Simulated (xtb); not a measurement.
xtb input (GFN2-xTB):

```bash
xtb mol.xyz --gfn 2 --sp --chrg -1 --uhf 0
```
mol.xyz:
```
4

Si    -0.55320785     0.17136907    -0.17273039
F      1.07473403    -0.08299006     0.27977855
H     -0.70575794    -1.06312497    -1.11161160
H     -1.22193838    -0.58913144     1.01183005
```

Output:

```
           -------------------------------------------------
          |                Calculation Setup                |
           -------------------------------------------------

           -------------------------------------------------
          |                 G F N 2 - x T B                 |
           -------------------------------------------------

        Reference                      10.1021/acs.jctc.8b01176
      * Hamiltonian:
        H0-scaling (s, p, d)           1.850000    2.230000    2.230000
        zeta-weighting                 0.500000
      * Dispersion:
        s8                             2.700000
        a1                             0.520000
        a2                             5.000000
        s9                             5.000000
      * Repulsion:
        kExp                           1.500000    1.000000
        rExp                           1.000000
      * Coulomb:
        alpha                          2.000000
        third order                    shell-resolved
        anisotropic                    true
        a3                             3.000000
        a5                             4.000000
        cn-shift                       1.200000
        cn-exp                         4.000000
        max-rad                        5.000000

          ...................................................
          :                      SETUP                      :
          :.................................................:
          :  # basis functions                  16          :
          :  # atomic orbitals                  15          :
          :  # shells                            7          :
          :  # electrons                        14          :
          :  max. iterations                   250          :
          :  Hamiltonian                  GFN2-xTB          :
          :  restarted?                      false          :
          :  GBSA solvation                  false          :
          :  PC potential                    false          :
          :  electronic temp.          300.0000000     K    :
          :  accuracy                    1.0000000          :
          :  -> integral cutoff          0.2500000E+02      :
          :  -> integral neglect         0.1000000E-07      :
          :  -> SCF convergence          0.1000000E-05 Eh   :
          :  -> wf. convergence          0.1000000E-03 e    :
          :  Broyden damping             0.4000000          :
          :  net charge                         -1          :
          :  unpaired electrons                  0          :
          ...................................................

 iter      E             dE          RMSdq      gap      omega  full diag
   1     -7.6488393 -0.764884E+01  0.122E+01    3.55       0.0  T
   2     -7.6576588 -0.881953E-02  0.827E+00    3.65       1.0  T
   3     -7.6599086 -0.224978E-02  0.291E+00    3.74       1.0  T
   4     -7.6600567 -0.148051E-03  0.525E-01    3.76       1.0  T
   5     -7.6600894 -0.327566E-04  0.237E-01    3.76       1.0  T
   6     -7.6600895 -0.561470E-07  0.628E-02    3.76       1.0  T
   7     -7.6600914 -0.187159E-05  0.179E-02    3.76       2.8  T
   8     -7.6600914 -0.157990E-07  0.272E-03    3.76      18.4  T
   9     -7.6600914 -0.190666E-08  0.202E-03    3.76      24.8  T
  10     -7.6600914 -0.255890E-09  0.106E-04    3.76     469.6  T
  11     -7.6600914 -0.571987E-12  0.895E-05    3.76     558.4  T

   *** convergence criteria satisfied after 11 iterations ***

         #    Occupation            Energy/Eh            Energy/eV
      -------------------------------------------------------------
         1        2.0000           -0.5303943             -14.4328
         2        2.0000           -0.3450638              -9.3897
         3        2.0000           -0.2248250              -6.1178
         4        2.0000           -0.2227903              -6.0624
         5        2.0000           -0.2135019              -5.8097
         6        2.0000           -0.1565957              -4.2612
         7        2.0000           -0.0535175              -1.4563 (HOMO)
         8                          0.0846424               2.3032 (LUMO)
         9                          0.0929788               2.5301
        10                          0.2099423               5.7128
        11                          0.2558054               6.9608
        12                          0.2705987               7.3634
       ...                                ...                  ...
        15                          0.9224451              25.1010
      -------------------------------------------------------------
                  HL-Gap            0.1381599 Eh            3.7595 eV
             Fermi-level            0.0155624 Eh            0.4235 eV

 SCC (total)                   0 d,  0 h,  0 min,  0.004 sec
 SCC setup                      ...        0 min,  0.000 sec (  3.939%)
 Dispersion                     ...        0 min,  0.000 sec (  1.548%)
 classical contributions        ...        0 min,  0.000 sec (  0.908%)
 integral evaluation            ...        0 min,  0.001 sec ( 13.410%)
 iterations                     ...        0 min,  0.002 sec ( 57.680%)
 molecular gradient             ...        0 min,  0.001 sec ( 16.054%)
 printout                       ...        0 min,  0.000 sec (  6.045%)

         :::::::::::::::::::::::::::::::::::::::::::::::::::::
         ::                     SUMMARY                     ::
         :::::::::::::::::::::::::::::::::::::::::::::::::::::
         :: total energy              -7.647124187612 Eh    ::
         :: gradient norm              0.015461712872 Eh/a0 ::
         :: HOMO-LUMO gap              3.759521317367 eV    ::
         ::.................................................::
         :: SCC energy                -7.660091348956 Eh    ::
         :: -> isotropic ES            0.160328802771 Eh    ::
         :: -> anisotropic ES         -0.010526982585 Eh    ::
         :: -> anisotropic XC         -0.005005467639 Eh    ::
         :: -> dispersion             -0.003086552650 Eh    ::
         :: repulsion energy           0.012967161344 Eh    ::
         :: add. restraining           0.000000000000 Eh    ::
         :: total charge              -1.000000000000 e     ::
         :::::::::::::::::::::::::::::::::::::::::::::::::::::

           -------------------------------------------------
          |                Property Printout                |
           -------------------------------------------------

    * Orbital Energies and Occupations

         #    Occupation            Energy/Eh            Energy/eV
      -------------------------------------------------------------
         1        2.0000           -0.5303943             -14.4328
         2        2.0000           -0.3450638              -9.3897
         3        2.0000           -0.2248250              -6.1178
         4        2.0000           -0.2227903              -6.0624
         5        2.0000           -0.2135019              -5.8097
         6        2.0000           -0.1565957              -4.2612
         7        2.0000           -0.0535175              -1.4563 (HOMO)
         8                          0.0846424               2.3032 (LUMO)
         9                          0.0929788               2.5301
        10                          0.2099423               5.7128
        11                          0.2558054               6.9608
        12                          0.2705987               7.3634
        13                          0.5059632              13.7680
        14                          0.7952837              21.6408
        15                          0.9224451              25.1010
Note: The following floating-point exceptions are signalling: IEEE_DENORMAL
normal termination of xtb
      -------------------------------------------------------------
                  HL-Gap            0.1381599 Eh            3.7595 eV
             Fermi-level            0.0155624 Eh            0.4235 eV

     #   Z          covCN         q      C6AA      α(0)
     1  14 Si       2.449     0.164   191.607    30.252
     2   9 F        0.702    -0.468    14.426     4.485
     3   1 H        0.874    -0.348    33.135     9.013
     4   1 H        0.874    -0.348    33.135     9.013

 Mol. C6AA /au·bohr⁶  :        817.412995
 Mol. C8AA /au·bohr⁸  :      28879.168409
 Mol. α(0) /au        :         52.762140

Wiberg/Mayer (AO) data.
largest (>0.10) Wiberg bond orders for each atom

 ---------------------------------------------------------------------------
     #   Z sym  total        # sym  WBO       # sym  WBO       # sym  WBO
 ---------------------------------------------------------------------------
     1  14 Si   2.510 --     2 F    0.849     4 H    0.830     3 H    0.830
     2   9 F    0.896 --     1 Si   0.849
     3   1 H    0.879 --     1 Si   0.830
     4   1 H    0.879 --     1 Si   0.830
 ---------------------------------------------------------------------------

Topologies differ in total number of bonds
Writing topology from bond orders to xtbtopo.mol

molecular dipole:
                 x           y           z       tot (Debye)
 q only:        0.145       1.214      -0.236
   full:        0.393       0.155       0.061       1.084
molecular quadrupole (traceless):
                xx          xy          yy          xz          yz          zz
 q only:       -1.850      -2.601       1.744       0.173      -1.060       0.107
  q+dip:       -3.076      -0.339       2.271      -0.900      -0.380       0.805
   full:       -1.811       0.274       0.088      -1.007       0.512       1.723

           -------------------------------------------------
          | TOTAL ENERGY               -7.647124187612 Eh   |
          | GRADIENT NORM               0.015461712872 Eh/α |
          | HOMO-LUMO GAP               3.759521317367 eV   |
           -------------------------------------------------

------------------------------------------------------------------------
------------------------------------------------------------------------
 total:
 SCF:
```

It need not be the lowest isomer of its formula. Whether it binds its extra electron was not tested at this geometry.
